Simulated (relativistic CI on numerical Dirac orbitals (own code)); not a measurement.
## d1 to d9 in one octahedral field

Computed with a parametric ligand-field model without spin-orbit coupling, by exact diagonalisation: B = 880, C = 3970, 10Dq = 15400 cm⁻¹ (Oh; |10Dq|/B = 17.5) for every shell. Energies in cm⁻¹; the field energy is (0.6 n_e − 0.4 n_t2) × 10Dq of the ground term; g labels are left out.

| Shell | Ground term | Electrons in e | Field energy | First spin-allowed bands | Lowest term of other spin |
| --- | --- | --- | --- | --- | --- |
| d1 | 2T2 | 0.000 | -6160 | 2E 15400 |  |
| d2 | 3T1 | 0.045 | -11634 | 3T2 13900, 3T1 25600 | 1T2 13746 |
| d3 | 4A2 | 0.000 | -18480 | 4T2 15400, 4T1 23230 | 2E 18170 |
| d4 | ? | ? | ? | ? | ? |
| d5 | 6A1 | 2.000 | 0 | none | 4T1 16338 |
| d6 | 5T2 | 2.000 | -6160 | 5E 15400 | 1A1 2431 |
| d7 | 4T1 | 2.045 | -11634 | 4T2 13900, 4T1 25600 | 2E 3229 |
| d8 | 3A2 | 2.000 | -18480 | 3T2 15400, 3T1 23230 | 1E 14689 |
| d9 | 2E | 3.000 | -9240 | 2T2 15400 |  |

(1) Fill in the row of d4.

Results:

(1) Ground term: 5E; Electrons in e: 1.000; Field energy: -9240; First spin-allowed bands: 5T2 15400; Lowest term of other spin: 3T1 7793. Every shell keeps the spin of the free ion. Only d4 to d7 can choose; the field needed to pair spins is smallest for d6 and largest for d5, which loses most exchange energy. In the strong-field picture 10Dq must exceed about 6B + 5C = 25130 (d4), 7.5B + 5C = 26450 (d5), 2.5B + 4C = 18080 (d6) and 4B + 4C = 19400 (d7); mixing of terms shifts these bounds somewhat. High-spin d^(n+5) repeats the spin-allowed bands of d^n, since the half-filled shell is spherical.
